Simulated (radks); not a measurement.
Numerical settings for the gadolinium ion Gd2+, [Xe] 4f7 5d1. All-electron calculation, scalar-relativistic Kohn-Sham, BLYP, spin-polarised, spherical densities, point nucleus; open shells are filled with parallel spins first (spin-orbit coupling, left out, can overturn this in heavy ions). Program: a radial shooting solver on a logarithmic mesh with Libxc functionals. The defaults (mesh step 0.008 in ln r, mesh end at 40 bohr or more with all orbitals vanishing there, Anderson mixing 0.5 over 9 steps, residual threshold near 1e-9 with the energy settled to 1e-9 hartree or 1e-11 of itself, here a cap of 57 iterations) give E = -11271.6102 hartree and 5d at -15.646 eV in 15 iterations. Run on one thread of a shared host, so times are rough (Arm Neoverse V2): 0.27 s of CPU time, 0.27 s wall, 15 iterations on 2541 mesh points. Changes against that run (0 stands for a change within the tolerance of the run):

setting,iterations,converged,E (mhartree),e(5d) (meV),CPU (s)
mesh step in ln r 0.012,15,yes,0,0,0.19
mesh step in ln r 0.003,15,yes,0,0,0.7
mesh step in ln r 0.005,15,yes,0,0,0.43
mesh end (bohr) 2,14,level above zero,+9.69e+03,+7e+04,0.38
mesh end (bohr) 5,15,yes,+17.7,+749,0.26
residual threshold 0.01,10,yes,0,-0.126,0.21
residual threshold 0.001,10,yes,0,-0.126,0.21
mixing 0.05,20,yes,0,0,0.35
"linear mixing, mixing 0.05",57,no,-3.08,-469,0.99
"linear mixing, mixing 0.5",30,yes,0,0,0.44
mixing history 3,17,yes,0,0,0.29
iteration cap 8,8,no,+0.0014,+7.92,0.17

Settled on a wrong energy, with an occupied level pushed above zero by the early mesh end: mesh end (bohr) 2 (+9.69 hartree). Apart from these: settings that end as converged yet miss the energy by more than 1 mhartree: mesh end (bohr) 5 (+0.0177 hartree). A mesh that ends early acts as a hard wall.
